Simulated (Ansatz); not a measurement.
Gas-phase electronic energies from Ansatz, PBE0-D4/def2-TZVP geometries. CCSD(T)/CBS is the MP2 limit (def2-TZVPP, def2-QZVPP) plus CCSD(T) − MP2 in def2-TZVPP, frozen cores. This one scheme is used for every species. Functionals use def2-TZVPP. HSE06 is defined as in plane-wave codes. No spin–orbit coupling; open shells (•) take unrestricted orbitals. For Ge outer-core shells are correlated without core-valence functions, which leaves a few kJ/mol of doubt a bond. Scalar relativity is left out up to krypton.

Consider the hydrogen abstraction from the S–H bond: `[SH][GeH3]` + `[OH]`• → `[S][GeH3]`• + H₂O.

| level | ΔE (kJ/mol) | difference from CCSD(T)/CBS |
| --- | --- | --- |
| LDA (SPW92) | -161.1 | -28.7 |
| revPBE-D4 | -126.1 | 6.3 |
| r2SCAN-D4 | -123.1 | 9.3 |
| ωB97M-V | -123.6 | 8.8 |
| B2PLYP | -128.9 | 3.5 |
| HSE06 | -125.2 | 7.2 |
| BHLYP | -114.4 | 18.0 |
| HF/def2-SVP | -79.6 | 52.8 |
| MP2/def2-SVP | -130.5 | 1.9 |
| CCSD/def2-SVP | -116.2 | 16.2 |
| CCSD(T)/def2-SVP | -116.4 | 16.0 |
| HF/def2-TZVPP | -82.4 | 50.0 |
| HF/def2-QZVPP | -83.7 | 48.7 |
| MP2/def2-QZVPP | -144.4 | -12.0 |
| HF/CBS(def2) | -83.9 | 48.5 |
| CCSD/CBS(def2) | -130.3 | 2.1 |
| CCSD(T)/CBS | -132.4 | 0 |

Largest T1 diagnostic among the species: 0.013.

Leaving LDA and LC-ωPBE aside and taking each functional with its dispersion term where it has one, the values, not all of them listed here, spread over 21.8 kJ/mol, from PBE-D4 to BHLYP-D4. LDA lies −25.2 kJ/mol from PBE without D4. From PBE to PBE0 (25 % exact exchange), in def2-TZVPP and without D4, ΔE moves by +11.2 kJ/mol. At CCSD(T), def2-SVP lies +16.0 kJ/mol from the extrapolated value and def2-TZVPP +6.2 kJ/mol.
